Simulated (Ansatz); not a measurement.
Basis-set extrapolation for `N=C(O)BN` (PBE0-D4/def2-TZVP geometry, frozen core, Ansatz 0.2.0). Multiplicity 1, RHF reference.

|  | def2-TZVPP | def2-QZVPP |
| --- | --- | --- |
| HF | -249.375729 | -249.387430 |
| MP2 correlation | -0.909053 | -0.974793 |
| CCSD(T) correlation | -0.973423 | not run |

Energies in hartree. Use E(X) = E(∞) + A·exp(−7.88·√X) for Hartree–Fock and E(X) = E(∞) + B·X^(−2.97) for correlation, with X = 3 and 4, and add CCSD(T) minus MP2 of the smaller set to the MP2 limit.

Q: What is the CCSD(T) energy at the basis-set limit?

A: HF limit: -249.387430 + (-0.011701) × 0.13774 = -249.38904. MP2 limit: -0.974793 + (-0.065740) × 0.74074 = -1.02349. Higher-order term: -0.973423 − (-0.909053) = -0.06437. Total: -250.47690 hartree, 335.4 kJ/mol below CCSD(T)/def2-TZVPP.
